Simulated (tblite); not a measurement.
Compound: C₆H₉NOSi.
Structure used (GFN2-xTB), in Å, numbered top down from 1:
```
atom  x, y, z in Å
C1     4.047    0.909    0.522
C2     2.847    0.832    0.501
Si3    0.995    0.729    0.458
C4     0.546    1.227   -1.291
N5     0.224    1.497   -2.356
C6     0.508   -1.105    0.668
C7    -0.880   -1.229    0.063
O8    -1.516    0.007    0.322
C9    -2.690    0.223   -0.416
H10    5.097    0.971    0.540
H11    0.395    1.662    1.408
H12    0.483   -1.361    1.726
H13    1.202   -1.789    0.183
H14   -0.809   -1.386   -1.023
H15   -1.466   -2.055    0.491
H16   -3.439   -0.546   -0.194
H17   -3.071    1.199   -0.122
H18   -2.483    0.222   -1.492
```

Method: GFN2-xTB as coded in tblite; computed harmonic values from a numerical Hessian at the method's own geometry, unscaled. Errors from tens to a few hundred cm⁻¹ against measured bands are possible. Modes of hydrogen on silicon can be 10 to 20 % off. One conformer, not necessarily the lowest.

Harmonic wavenumbers (cm⁻¹): 44.9, 64.0, 80.7, 91.8, 114.9, 130.6, 182.3, 220.8, 245.5, 274.1, 319.2, 344.0, 355.1, 497.7, 579.0, 599.5, 638.8, 676.3, 682.0, 708.7, 743.7, 769.4, 946.4, 979.3, 1064.0, 1118.6, 1133.6, 1140.3, 1192.4, 1208.5, 1269.7, 1342.5, 1407.3, 1467.4, 1472.7, 1482.9, 1502.8, 2206.3, 2279.6, 2357.1, 2858.1, 2891.2, 2915.0, 2933.2, 3000.9, 3012.3, 3032.3, 3355.2.

A = 2338, B = 894.0, C = 721.7 MHz; mass 139.045 u (most abundant isotopes); point group C1, symmetry number 1.

**Question.** What is the zero-point energy?

**Answer.** ½Σν̃ = 28966 cm⁻¹ = 346.51 kJ/mol.

**Question.** Entropy at 400 K, 1 bar (ideal gas, RRHO, classical rotation)?

**Answer.** Translation 176.51, rotation 128.12, vibration 208.50: S = 513.1 J/(mol K).

**Question.** And Cp and H(400 K) − H(0)?

**Answer.** Cp = 215.21 J/(mol K), of which vibrations give 181.95 (their classical limit is 48 R = 399.1); H(400 K) − H(0) = 54.35 kJ/mol without the zero-point energy, 41.05 from vibrations.

**Question.** Which modes carry the vibrational entropy at 400 K?

**Answer.** 44.9 cm⁻¹: 23.48; 64.0 cm⁻¹: 20.54; 80.7 cm⁻¹: 18.63; 91.8 cm⁻¹: 17.57; 114.9 cm⁻¹: 15.72; 130.6 cm⁻¹: 14.67 J/(mol K); the other 42 give 97.89 together.

**Question.** How do the functions run with temperature in this model?

**Answer.** 
| T (K) | S (J/(mol K)) | Cp (J/(mol K)) | H − H(0) (kJ/mol) | G − H(0) (kJ/mol) | ln q(vib) |
| --- | --- | --- | --- | --- | --- |
| 50 | 254.6 | 66.0 | 2.31 | -10.42 | 0.74 |
| 100 | 310.2 | 96.5 | 6.41 | -24.61 | 2.51 |
| 298.15 | 455.2 | 179.9 | 34.18 | -101.53 | 9.50 |
| 373.15 | 498.5 | 206.5 | 48.69 | -137.32 | 11.90 |
| 500 | 564.4 | 244.2 | 77.37 | -204.82 | 15.74 |
| 750 | 674.3 | 297.7 | 145.58 | -360.12 | 22.60 |
| 1000 | 765.2 | 333.7 | 224.78 | -540.38 | 28.69 |

q(vib) and H(0) count from the zero-point level.

Hindered rotation and anharmonicity are outside this model. Other conformers, if any are populated, would add a mixing term that is left out. The structure is chiral; the term R ln 2 for an equal mix with its mirror image is left out.
